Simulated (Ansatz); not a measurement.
Relaxation of AlBH$_{4}$S$_{2}$ (8 atoms, charge 0, multiplicity 1), to a largest force component of 0.02 eV/Å in at most 40 steps.

Computed with Ansatz 0.2.0, RKS CAM-B3LYP/def2-SVP.

```xyz
8
Properties=species:S:1:pos:R:3
B -0.850 1.349 -0.332
Al 0.897 0.287 -0.437
S 1.030 -0.689 1.614
S 0.404 -2.097 0.207
H -0.836 2.482 -0.010
H -1.918 0.851 -0.300
H 2.186 -0.107 -1.211
H -0.912 -2.076 0.469
```

Question: Where does it end, and by what steps?

Answer: It converged. The force dipped under the threshold on the way, but the program's further checks kept it going. After 12 steps the energy has fallen by 0.193 eV; S3 moved furthest, 0.30 Å.

```json
{"step": "0", "energy less start (eV)": "0.0000", "largest force component (eV/Å)": "0.838", "accepted": "yes"}
{"step": "1", "energy less start (eV)": "-0.1437", "largest force component (eV/Å)": "0.426", "accepted": "yes"}
{"step": "2", "energy less start (eV)": "-0.1642", "largest force component (eV/Å)": "0.237", "accepted": "yes"}
{"step": "3", "energy less start (eV)": "-0.1738", "largest force component (eV/Å)": "0.063", "accepted": "yes"}
{"step": "4", "energy less start (eV)": "-0.1753", "largest force component (eV/Å)": "0.137", "accepted": "yes"}
{"step": "5", "energy less start (eV)": "-0.1825", "largest force component (eV/Å)": "0.364", "accepted": "yes"}
{"step": "6", "energy less start (eV)": "-0.1915", "largest force component (eV/Å)": "0.089", "accepted": "yes"}
{"step": "7", "energy less start (eV)": "-0.1920", "largest force component (eV/Å)": "0.057", "accepted": "yes"}
{"step": "8", "energy less start (eV)": "-0.1923", "largest force component (eV/Å)": "0.026", "accepted": "yes"}
{"step": "9", "energy less start (eV)": "-0.1924", "largest force component (eV/Å)": "0.014", "accepted": "yes"}
{"step": "10", "energy less start (eV)": "-0.1925", "largest force component (eV/Å)": "0.023", "accepted": "yes"}
{"step": "11", "energy less start (eV)": "-0.1926", "largest force component (eV/Å)": "0.027", "accepted": "yes"}
{"step": "12", "energy less start (eV)": "-0.1926", "largest force component (eV/Å)": "0.008", "accepted": "yes"}
```

```xyz
8
Properties=species:S:1:pos:R:3
B -0.852 1.364 -0.314
Al 0.896 0.177 -0.269
S 1.216 -0.909 1.691
S 0.363 -2.204 0.236
H -0.821 2.566 -0.185
H -1.965 0.901 -0.422
H 2.113 0.165 -1.276
H -0.951 -2.060 0.539
```

Whether the end is a true minimum wasn't checked by a vibrational analysis.

Time of the run: 37 s on 2 threads of Arm Neoverse N1, with other jobs on the host, peak memory 0.19 GiB.
